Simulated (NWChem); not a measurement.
# SiPH4, doublet; SMILES P[SiH2]

Results from NWChem. Spin-unrestricted. In the optimisation the excess spin sits in a' (Cs, its own frame). The geometry was optimised at B3LYP/6-31G* (spherical d), spin-unrestricted. No stability test was run on the SCF state. Level: M06-2X/def2-SVP with SMD (1 M gas to 1 M solution), gas-phase geometry. Reactions with the solvent are ignored.

```
solvent        dielectric constant  solvation free energy (kcal/mol)  cavity-dispersion-structure term (kcal/mol)  dipole in solution (D)
-------------  -------------------  --------------------------------  -------------------------------------------  ----------------------
water                         78.4                               1.0                                          2.5                    1.30
chloroform                    4.71                              -1.1                                          0.0                    1.20
ethyl acetate                 5.99                              -0.8                                          0.3                    1.22
cyclohexane                   2.02                              -0.3                                          0.4                    1.08
```
